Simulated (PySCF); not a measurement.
C₂H₆N₂Si.
Numbering: `[CH:1]#[C:2][SiH:3]([NH2:4])[NH2:5]` (hydrogens: H6 on C1; H7 on Si3; H8, H9 on N4; H10, H11 on N5)

Computed by this run: PySCF, PBE0-D3(BJ)/def2-SVP geometry optimisation, gas phase; density fitting, grid level 1; the optimiser is geomeTRIC in internal coordinates, started from a GFN2-xTB structure with every atom displaced at random (about 0.01 Å).

Step 0: E = -13013.4688 eV
```
atom  x, y, z in Å  |  force x, y, z in eV/Å
C1      1.9987    1.7241    0.1828   -0.239   0.035  -0.050
C2      1.0587    1.0151   -0.0984   -0.844  -0.769  -0.364
Si3    -0.3070   -0.1860   -0.5368    0.806  -0.172   0.818
N4      0.0630   -1.8027   -0.0087   -1.812   1.497   0.693
N5     -1.7001    0.4689    0.1962   -0.258   0.470   0.862
H6      2.7630    2.4099    0.4145    0.790   0.536   0.236
H7     -0.4690   -0.2727   -1.9747    0.043   0.008  -0.785
H8      0.0524   -2.0015    0.9775   -0.017   0.001   0.423
H9      0.7640   -2.3161   -0.4389    1.681  -1.243  -1.198
H10    -1.6242    0.9912    1.0756    0.097  -0.205  -0.513
H11    -2.5615   -0.0559    0.1952   -0.246  -0.157  -0.123
```

**Question.** Estimate the geometry and energy of step 1. (The exact step hangs on the optimiser's Hessian estimate; all steps are aligned on step 0, rigid shifts and turns removed.)

**Answer.** E = -13013.5910 eV, largest force 0.582 eV/Å
```
atom  x, y, z in Å  |  force x, y, z in eV/Å
C1      1.9596    1.7627    0.1909    0.221   0.268   0.039
C2      1.0509    1.0118   -0.1071   -0.175  -0.238   0.065
Si3    -0.2840   -0.2111   -0.5025    0.000   0.173  -0.279
N4      0.0208   -1.8359   -0.0127    0.419  -0.334  -0.228
N5     -1.6795    0.4225    0.2616   -0.133  -0.210  -0.006
H6      2.7528    2.4486    0.4407   -0.056  -0.080  -0.021
H7     -0.3903   -0.2624   -1.9953    0.055  -0.052   0.098
H8      0.0540   -2.0549    0.9776    0.023   0.034   0.026
H9      0.7331   -2.3763   -0.5183   -0.419   0.252   0.221
H10    -1.6269    1.1584    0.9468    0.048   0.172   0.107
H11    -2.5524   -0.0893    0.3027    0.018   0.016  -0.021
```

The energy changes by -0.1222 eV. The first-order estimate −F·Δx gives -0.3044 eV and the mean of the old and new forces, exact on a quadratic surface, -0.1422 eV. The step makes an angle of 77° with the force vector and moves no atom by more than 0.211 Å.

The cost below is that of the whole optimisation. Hardware: an Arm Neoverse V1 with one thread, shared host. Cost: 55 s of wall time, 0.42 GiB resident at most.
